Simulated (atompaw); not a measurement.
# Reading a pseudo-wave (Ti (Z = 22))

Columns: radius, all-electron u(r) and pseudo u(r) of the 4s shell (level -4.47 eV) of titanium in the configuration [Ne] 3s2 3p6 3d2 4s2 4p0; PBE, scalar-relativistic, PAW (atompaw) scheme, atompaw 4.2.0.5.

| r (bohr) | all-electron | pseudo |
| --- | --- | --- |
| 0.075 | -0.0343 | -0.0438 |
| 0.150 | 0.1102 | -0.0859 |
| 0.225 | 0.1546 | -0.1247 |
| 0.300 | 0.1083 | -0.1586 |
| 0.375 | 0.0191 | -0.1865 |
| 0.450 | -0.0766 | -0.2072 |
| 0.525 | -0.1582 | -0.2201 |
| 0.600 | -0.2167 | -0.2247 |
| 0.675 | -0.2500 | -0.2209 |
| 0.750 | -0.2598 | -0.2088 |
| 0.825 | -0.2495 | -0.1889 |
| 0.900 | -0.2232 | -0.1618 |
| 0.975 | -0.1849 | -0.1286 |
| 1.050 | -0.1384 | -0.0900 |
| 1.125 | -0.0865 | -0.0474 |
| 1.200 | -0.0318 | -0.0018 |
| 1.275 | 0.0238 | 0.0457 |
| 1.350 | 0.0789 | 0.0941 |
| 1.425 | 0.1324 | 0.1422 |
| 1.500 | 0.1834 | 0.1894 |
| 1.575 | 0.2317 | 0.2349 |
| 1.650 | 0.2766 | 0.2782 |
| 1.725 | 0.3182 | 0.3188 |
| 1.800 | 0.3563 | 0.3565 |
| 1.875 | 0.3910 | 0.3910 |
| 1.950 | 0.4222 | 0.4222 |

How many radial nodes do the two functions have?

The all-electron 4s function has n − l − 1 = 3; the pseudo-wave has 1, since 1 lower shell of the same l stays in the valence.

Is the pseudo-wave norm-conserving?

No, it belongs to a PAW set: the norm inside the radius is not constrained, and the difference is carried by the augmentation charge.
